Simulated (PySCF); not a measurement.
Spinor energies of Cu (copper, neutral)

Start: [Ar] 3d10 4s1; 4s1/2 filled at m_j = +1/2. Calculated with PySCF 2.14 in x2c-SVPall-2c with one added diffuse shell each of s, d type (6s5p4d1f, 48 functions): generalised Hartree-Fock with the X2C-1e Hamiltonian and a Gaussian nucleus; one run each with spin-orbit coupling (SO) switched off, then screened by Boettger's factors. This is a chosen level, not necessarily the ground level.

| spinor shell | electrons | ε, spin-free (eV) | ε, screened SO (eV) | weight of nominal j (screened SO) | rms radius, screened SO (bohr) |
| --- | --- | --- | --- | --- | --- |
| 1s1/2 | 2 | -9045.1 | -9045.0 | 1.000 | 0.0602 |
| 2s1/2 | 2 | -1133.5 | -1133.4 | 1.000 | 0.254 |
| 2p1/2 | 2 | -974.48 | -988.60 | 1.000 | 0.226 |
| 2p3/2 | 4 | -974.48 | -967.58 | 1.000 | 0.229 |
| 3s1/2 | 2 | -140.43 | -140.43 | 1.000 | 0.767 |
| 3p1/2 | 2 | -91.663 | -93.558 | 1.000 | 0.815 |
| 3p3/2 | 4 | -91.663 | -90.740 | 1.000 | 0.823 |
| 3d3/2 | 4 | -13.154 | -13.365 | 0.982 | 1.15 |
| 4s1/2 | 1 | -6.669 | -6.669 | 1.000 | 3.55 |

Q: Where does 3d5/2 lie, and what is the 3d spin-orbit splitting (screened SO)?

A: At -13.015 eV, 0.350 eV above 3d3/2.

| quantity | spin-free | screened SO |
| --- | --- | --- |
| E (hartree) | -1652.85532 | -1652.88546 |
| M_J | 1/2 | 1/2 |
| ⟨J²⟩ | 0.752 | 0.752 |
| ⟨L²⟩ | 0.000 | 0.001 |
| ⟨S²⟩ | 0.752 | 0.753 |

Without spin-orbit coupling the j labels of p, d and f shells carry no meaning; the spin-free column gives the mean over the occupied spinors of each nl shell.
